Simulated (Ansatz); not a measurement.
SiTe₂⁻, relaxed as a doublet with UKS r2SCAN-D4/def2-TZVPD in Ansatz, starting from the GFN1-xTB geometry. Force threshold 0.02 eV/Å.

In the def2 sets Te takes a core potential; there is no spin–orbit coupling. Another isomer (doublet) lies 1.42 eV lower at PBE0-D4/def2-TZVPD; other spin states weren't run for this one.

Start:

Cartesian coordinates in Å:
```
Si -0.510 0.018 -0.036
Te -0.226 0.008 -0.016
Te 0.736 -0.026 0.052
```

Question: Estimate the energy that the relaxation releases and the steps that it takes.

Answer: 621332.8 kJ/mol, in 14 steps; 4.5 min on 4 threads of Arm Neoverse V2 on a shared host. No frequencies were taken in this run, so the end may be a saddle point.

Question: Does the start keep its bonding and symmetry?

Answer: Bonds lost: Si1–Te3 (atoms count from 1). Point group C∞v at the start, Cs at the end, both within 0.05 Å.

Question: Predict the relaxed structure.

Answer: 
```xyz
3

Si   -2.100    0.475   -0.160
Te   -0.138   -0.907    0.022
Te    2.238    0.432    0.138
```
Bond lengths: 1 × Si–Te 2.41 Å; 1 × Te–Te 2.73 Å.
